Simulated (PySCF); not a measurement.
Compound: C5H12B2.
Cartesian coordinates in Å at the PBE0-D3(BJ)/def2-SVP level; atoms count from 1:
```xyz
19
C5H12B2 angstrom
B     -1.8370    1.6111    0.7234
C     -1.1892    0.3978   -0.0018
B     -2.2603   -0.7290    0.0253
C      0.2349    0.0289    0.3693
C      1.0183   -0.9912   -0.4856
C      2.2897   -0.1592   -0.2369
C      1.3838    1.0319    0.1257
H     -1.3210    2.0855    1.7112
H     -2.8674    2.0922    0.3125
H     -1.2995    0.7343   -1.0639
H     -3.3479   -0.5555   -0.4738
H     -2.0207   -1.7929    0.5525
H      0.2526   -0.2929    1.4243
H      1.0090   -2.0473   -0.1757
H      0.7054   -0.9362   -1.5418
H      2.9997   -0.0362   -1.0680
H      2.8441   -0.5249    0.6412
H      1.6844    1.6916    0.9539
H      1.1740    1.6572   -0.7582
```

Computed with PySCF at B3LYP/def2-SVPD, non-relativistic, on one gas-phase PBE0-D3(BJ)/def2-SVP geometry that isn't relaxed in the solvent. The solvent is an IEF-PCM continuum (Bondi radii, 1.10 Å for H, scaled by 1.2). Specific hydrogen bonds and non-electrostatic terms are outside this model.

Gas phase at B3LYP/def2-SVPD: HOMO -8.05 eV, LUMO -2.15 eV, dipole 0.79 D.

Task: What does the continuum do to the energy, the frontier levels and the dipole at B3LYP/def2-SVPD in acetone and water?

Result: 
```json
{"solvent": "acetone", "ε": "20.49", "E(solvent) − E(gas) (kJ/mol)": "-5.50", "polarisation term (kJ/mol)": "-6.22", "distortion of the solute (kJ/mol)": "0.72", "HOMO (eV)": "-7.87", "LUMO (eV)": "-2.00", "dipole (D)": "0.99"}
{"solvent": "water", "ε": "78.36", "E(solvent) − E(gas) (kJ/mol)": "-5.89", "polarisation term (kJ/mol)": "-6.74", "distortion of the solute (kJ/mol)": "0.85", "HOMO (eV)": "-7.87", "LUMO (eV)": "-1.99", "dipole (D)": "1.01"}
```

Polarisation term: ½ Σ q·V over the induced surface charges. Distortion: the rise of the solute's own energy as its density leaves the gas-phase optimum. From acetone to water the lowering changes by a factor 1.07, Onsager's factor (ε − 1)/(2ε + 1) by 1.06 and ε itself by 3.8.

Task: Give the dipole vector in the frame of the coordinates (D, pointing from negative to positive charge), gas and water.

Result: Gas (0.69, -0.01, -0.38), solvent (0.81, 0.03, -0.60). Its length changes by +27 % and its direction by 8°.

Task: How does the static polarisability (B3LYP/def2-SVPD, frozen core, with the continuum's full static response) change?

Result: 
```tsv
medium	isotropic (au)	principal values (au)	⟨r²⟩ of the electrons (bohr²)
gas	87.3	73.5, 90.2, 98.1	891.4
acetone	116.0	102.9, 121.8, 123.4	892.4
water	118.4	105.8, 124.3, 125.1	892.4
```

The isotropic value in water is 1.36 times the gas-phase one; no cavity-field correction is applied. ⟨r²⟩ is taken about the centre of nuclear charge.
